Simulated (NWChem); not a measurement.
All runs are NWChem calculations. System: BrGe (+1), charge 1, spin multiplicity 1, at a geometry optimised with PBE/def2-SVP. The structure started from a generated list of species. Level: CR-EOMCCSD(T)/def2-SVPD, 18 core orbitals frozen.

Job file:

```
start mol
memory heap 100 mb stack 700 mb global 1900 mb
charge 1
geometry units angstroms nocenter noautoz
  Ge     0.000000     0.000000     1.167441
  Br     0.000000     0.000000    -1.067374
  symmetry group C2v
end
basis spherical
  * library def2-svpd
end
scf
  rhf
  nopen 0
  maxiter 100
  thresh 1e-7
  semidirect memsize 60000000 filesize 0
end
tce
  freeze core 18
  creomsd(t)
  nroots 1
  2eorb
  2emet 13
  thresh 1e-5
  maxiter 200
  tilesize 24
end
task tce energy
```

NWChem printed:

```
             Northwest Computational Chemistry Package (NWChem) 7.3.0
             --------------------------------------------------------

                                NWChem Input Module
                                -------------------

 Scaling coordinates for geometry "geometry" by  1.889725989
 (inverse scale =  0.529177249)

 Turning off AUTOSYM since
 SYMMETRY directive was detected!

                             Geometry "geometry" -> ""
                             -------------------------

 Output coordinates in angstroms (scale by  1.889725989 to convert to a.u.)

  No.       Tag          Charge          X              Y              Z
 ---- ---------------- ---------- -------------- -------------- --------------
    1 Ge                  32.0000     0.00000000     0.00000000     1.16744100
    2 Br                  35.0000     0.00000000     0.00000000    -1.06737400

 Effective nuclear repulsion energy (a.u.)     265.2024972446

            Nuclear Dipole moment (a.u.)
            ----------------------------
        X                 Y               Z
 ---------------- ---------------- ----------------
     0.0000000000     0.0000000000     0.0000415740

      Symmetry information
      --------------------

 Group name             C2v
 Group number             16
 Group order               4
 No. of unique centers     2

      Symmetry unique atoms

     1    2


 Summary of "ao basis" -> "" (spherical)
 ------------------------------------------------------------------------------
       Tag                 Description            Shells   Functions and Types
 ---------------- ------------------------------  ------  ---------------------
 *                         def2-svpd                  on all atoms

 Summary of "ao basis" -> "ao basis" (spherical)
 ------------------------------------------------------------------------------
       Tag                 Description            Shells   Functions and Types
 ---------------- ------------------------------  ------  ---------------------
 Ge                        def2-svpd                14       38   6s4p4d
[...]
 --------------------------------------------------------------
 Iterations converged
 ------------------

 Excited state root  1
 Excitation energy / hartree =        0.177226783279758
                   / eV      =        4.822588199354340
 largest EOMCCSD amplitudes: R1 and R2

 Singles contributions
    34b1  (alpha) ---    33a1  (alpha)       -0.9179060266

 Doubles contributions
======= CR-EOMCCSD(T) calculation ======
corresponding R0 value =     0.000000

CR-EOMCCSD(T) Intermediates cpu wall time             1.5            1.5
 creom_N i2_1 nr of boxes                   168
 creom_N i2_2 nr of boxes                   168
 creom_N i2_3 nr of boxes                   168
 creom_N i2_4 nr of boxes                   168

CR-EOMCCSD(T) triples loop cpu wall            15.9           15.9

 CR-EOMCCSD(T)  total energy / hartree       =     -4647.220357156013051
 CR-EOMCCSD(T)  excitation energy (eV)       =      4.71228

 =========================================
 Excited-state calculation ( b2  symmetry)
 =========================================
 Dim. of EOMCC iter. space      500

 EOMCCSD SOLVER TYPE  1
  maxdiff =   0.42505112822411661

 No. of initial right vectors    1

 EOM-CCSD right-hand side iterations
 --------------------------------------------------------------
      Residuum       Omega / hartree  Omega / eV    Cpu    Wall
 --------------------------------------------------------------

 Iteration   1 using    1 trial vectors
   0.4385702919944   0.2657580692414    7.23165     0.9     0.9

 Iteration   2 using    2 trial vectors
   0.1195419562279   0.1847800381797    5.02812     0.7     0.7

 Iteration   3 using    3 trial vectors
   0.0463031105371   0.1790363652594    4.87183     0.7     0.7

 Iteration   4 using    4 trial vectors
   0.0196099336672   0.1776849730668    4.83506     0.7     0.7

 Iteration   5 using    5 trial vectors
   0.0090631854130   0.1772663618033    4.82367     0.7     0.7

 Iteration   6 using    6 trial vectors
   0.0044781322742   0.1772276226216    4.82261     0.7     0.7

 Iteration   7 using    7 trial vectors
   0.0019707576479   0.1772164273506    4.82231     0.7     0.7

 Iteration   8 using    8 trial vectors
   0.0008322131524   0.1772274691819    4.82261     0.6     0.6

 Iteration   9 using    9 trial vectors
   0.0004937558500   0.1772288222374    4.82264     0.7     0.7

 Iteration  10 using   10 trial vectors
   0.0002951805526   0.1772279225824    4.82262     0.7     0.7

 Iteration  11 using   11 trial vectors
   0.0001365914356   0.1772271643600    4.82260     0.7     0.7

 Iteration  12 using   12 trial vectors
   0.0000491482354   0.1772268231786    4.82259     0.7     0.7

 Iteration  13 using   13 trial vectors
   0.0000179735730   0.1772267961831    4.82259     0.7     0.7

 Iteration  14 using   14 trial vectors
   0.0000067212248   0.1772267832798    4.82259     0.7     0.7
 --------------------------------------------------------------
 Iterations converged
 ------------------

 Excited state root  1
 Excitation energy / hartree =        0.177226783279765
                   / eV      =        4.822588199354547
 largest EOMCCSD amplitudes: R1 and R2

 Singles contributions
    35b2  (alpha) ---    33a1  (alpha)        0.9179060266

 Doubles contributions
======= CR-EOMCCSD(T) calculation ======
corresponding R0 value =     0.000000

CR-EOMCCSD(T) Intermediates cpu wall time             1.6            1.6
 creom_N i2_1 nr of boxes                   168
 creom_N i2_2 nr of boxes                   168
 creom_N i2_3 nr of boxes                   168
 creom_N i2_4 nr of boxes                   168

CR-EOMCCSD(T) triples loop cpu wall            16.5           16.5

 CR-EOMCCSD(T)  total energy / hartree       =     -4647.220357156013051
 CR-EOMCCSD(T)  excitation energy (eV)       =      4.71228

 Task  times  cpu:      114.7s     wall:      114.7s

 Total times  cpu:      114.7s     wall:      114.7s
```
